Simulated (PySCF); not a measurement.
# Low-lying terms of Cu⁺ (copper, charge +1)

Ground state [Ar] 3d10, ¹S. All numbers are calculated (PySCF 2.14, the spin-free X2C one-electron Hamiltonian (Gaussian nucleus), in x2c-SVPall with two added diffuse shells each of s, d type (7s3p5d1f, 48 functions)). Vertical excitation energies in eV without spin-orbit coupling; excited terms of each kind are numbered among those the solver found. Frozen: [Ar].

```tsv
term	leading excitation	EOM-EE-CCSD
1 3D	3d → s	2.654
1 1D	3d → s	3.043
1 3P°	3d → p	8.238
1 3F°	3d → p	8.553
1 1F°	3d → p	8.740
1 1D°	3d → p	9.056
1 3D°	3d → p	9.090
1 1P°	3d → p	9.379
2 3D	3d → s	12.761
2 1D	3d → s	12.832
```

The solver can miss terms. Rydberg members are limited by the diffuse functions of the basis.
